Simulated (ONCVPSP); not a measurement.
## u(r) = r·R(r): atom against pseudo-atom (F)

Columns: radius, all-electron u(r) and pseudo u(r) of the 2p shell (level -11.29 eV) of fluorine in the configuration [He] 2s2 2p5; LDA (Perdew-Zunger), scalar-relativistic, ONCV scheme, ONCVPSP 4.0.1.

```
r (bohr)  all-electron  pseudo
   0.045        0.0359  0.0157
   0.090        0.1176  0.0612
   0.135        0.2201  0.1335
   0.180        0.3282  0.2270
   0.225        0.4328  0.3341
   0.270        0.5288  0.4465
   0.315        0.6138  0.5562
   0.360        0.6868  0.6570
   0.405        0.7476  0.7443
   0.450        0.7968  0.8157
   0.495        0.8354  0.8695
   0.540        0.8641  0.9054
   0.585        0.8844  0.9248
   0.630        0.8970  0.9300
   0.675        0.9032  0.9254
   0.720        0.9038  0.9157
   0.765        0.8997  0.9044
   0.810        0.8918  0.8928
   0.855        0.8806  0.8807
   0.900        0.8668  0.8668
   0.945        0.8509  0.8509
   0.990        0.8333  0.8333
   1.035        0.8144  0.8144
   1.080        0.7945  0.7945
   1.125        0.7739  0.7739
   1.170        0.7529  0.7528
```

(1) How many radial nodes do the two functions have?

(2) At about which radius was the pseudo-wave matched?

(3) Is the pseudo-wave norm-conserving?

Answers

(1) The all-electron 2p function has n − l − 1 = 0; the pseudo-wave has 0.

(2) 0.90 bohr, where the columns begin to agree (steps of 0.04 bohr).

(3) Yes: the ONCV scheme keeps the norm inside the radius equal to the all-electron one, which fixes the energy derivative of the logarithmic derivative at the level.
